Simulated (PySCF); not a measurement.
H₂O₄S, triplet, geometry from GFN2-xTB (a higher spin typed on purpose: for a closed-shell molecule this is an excited state). Base run: B3LYP/STO-3G run with PySCF.

The PySCF input:
```python
from pyscf import gto, scf, dft

mol = gto.Mole()
mol.atom = '''
    O    -0.13307246    1.81684757    0.23011247
    S    -0.31393379   -0.30843444    0.09477987
    O    -0.75687588   -0.61418215   -1.23743200
    O     0.00619614   -1.38839378    1.00892756
    O     1.30976951    0.46067151   -0.18712793
    H    -0.21362264    2.18930983   -0.65175740
    H     1.82842473    0.54609589    0.61943872
'''
mol.basis = 'sto-3g'
mol.spin = 2
mol.verbose = 4
mol.build()

mf = dft.UKS(mol)
mf.xc = 'b3lyp'
mf.kernel()
```

Variants of this job, named by their change:

| change | ΔE vs base (mEh) | grid points | electrons on the grid |
|---|---|---|---|
| base | 0.000 | 94824 | 50.00000 |
| grids.prune = dft.gen_grid.treutler_prune | 0.002 | 84576 | 50.00000 |
| grids.prune = dft.gen_grid.sg1_prune | -0.024 | 40608 | 50.00004 |
| grids.radi_method = delley | 0.000 | 100848 | 50.00000 |
| grids.atom_grid = (30, 110) | 0.717 | 17160 | 49.99953 |
| grids.level = 5 | 0.002 | 262040 | 50.00000 |
| grids.atom_grid = (75, 302) | 0.002 | 99656 | 50.00001 |
| grids.level = 0 | -68.360 | 7208 | 50.01498 |
| small_rho_cutoff = 0 | 0.000 | 94824 | 50.00000 |
| grids.atom_grid = (99, 590) | 0.003 | 220832 | 50.00000 |
| grids.atom_grid = (150, 974) | 0.002 | 549664 | 50.00000 |

Open shells are given as the SCF converged; they aren't shown to be the lowest states, and a large step between rows can be another state.
